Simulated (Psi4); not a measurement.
Internal rotation in SMILES c1c(ccc(c1)CC)C=O (C9H10O). Scanned: dihedral C1–C2–C3–C4; all other coordinates were relaxed at GFN2-xTB. Points at φ and −φ are mirror images.

Geometry of the scan point at 0° (Å):
```
20

C     -3.0202     0.3380     0.4392
C     -2.0953    -0.3846    -0.5314
C     -0.6217    -0.1968    -0.2929
C     -0.1076     0.5806     0.7392
C      1.2563     0.7134     0.9079
C      2.1451     0.0707     0.0467
C      3.5893     0.2160     0.2338
O      4.1230     0.8659     1.0980
C      1.6338    -0.7101    -0.9911
C      0.2719    -0.8378    -1.1529
H     -2.8660     1.4136     0.3958
H     -4.0559     0.1339     0.1770
H     -2.8562    -0.0023     1.4590
H     -2.3174    -0.0530    -1.5507
H     -2.3087    -1.4576    -0.4967
H     -0.7713     1.0888     1.4201
H      1.6605     1.3158     1.7079
H      4.1927    -0.3417    -0.5122
H      2.3123    -1.2132    -1.6655
H     -0.1185    -1.4440    -1.9584
```

Computed with PBE-D3(BJ)/def2-SVP // GFN2-xTB in Psi4.

Scanned values (°): -160, -140, -120, -100, -80, -60, -40, -20, 0, 20, 40, 60, 80, 100, 120, 140, 160, 180.

At which scan points does the profile have its minima and maxima, and how high do they lie?

Lower than their neighbours: -80° (0.00 kJ/mol), 0° (1.93 kJ/mol), 80° (0.00 kJ/mol), 180° (1.56 kJ/mol). Higher than their neighbours: -140° (2.94 kJ/mol), -40° (2.92 kJ/mol), 40° (2.92 kJ/mol), 140° (2.94 kJ/mol). The whole profile spans 2.94 kJ/mol.
